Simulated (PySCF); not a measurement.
NdO(OH) at several levels of theory

Computed with PySCF 2.14.0 (density fitting, no spin-orbit coupling) at the geometry relaxed with PBE0:

```xyz
4
NdO(OH) (singlet in the valence; each metal's 4f electrons, 3 of them, lie in its core potential, out of spins and levels)
Nd   -0.0036   -0.0386   -0.4649
O     1.2240    0.0302    0.9365
O    -1.9646    0.0222    0.3320
H    -2.3772    0.0747    1.1986
```

| level | basis | state | HOMO (eV) | gap (eV) | charge on Nd1 (e) | population of f-type functions on Nd1 (polarisation alone where 4f lies in the core) | dipole about the centre of mass (D) | largest force component (eV/Å) |
| --- | --- | --- | --- | --- | --- | --- | --- | --- |
| PBE0 | Nd lcecp-1-SVP with ECP49, O def2-SVP, H def2-SVP | singlet | -6.31 | 4.59 | 0.77 | 0.11 | 5.85 | 0.02 |
| wB97X | the same | singlet | -8.54 | 8.52 | 0.78 | 0.12 | 6.27 | 0.28 |
| PBE0 | Nd lcecp-1-TZVP with ECP49, O def2-TZVP, H def2-TZVP | singlet | -6.31 | 4.57 | 1.26 | 0.11 | 6.16 | 0.29 |

In the lcecp rows the 4f levels are missing from HOMO and gap, and the state counts the valence alone.

Charges are Mulliken's, which hang on the basis. The relaxation used the grid (50, 194), these runs (75, 302) or, all-electron (x2c bases, spin-free X2C Hamiltonian), (99, 590).

Task: What does TPSS with Nd lcecp-1-SVP with ECP49, O def2-SVP, H def2-SVP give here?

Result: state singlet, HOMO (eV) -4.90, gap (eV) 2.79, charge on Nd1 (e) 0.69, population of f-type functions on Nd1 (polarisation alone where 4f lies in the core) 0.10, dipole about the centre of mass (D) 5.49, largest force component (eV/Å) 0.92. Time: 3 s on 2 threads of Arm Neoverse V1 (shared host), from an already converged density.

In the first row's basis the gap widens with exact exchange: 2.8 eV for TPSS (none); 4.6 eV for PBE0 (a fixed share); 8.5 eV for wB97X (rising or full at long range).

An lcecp potential fixes the number of 4f electrons, so in runs with it no electron can move into or out of that shell.
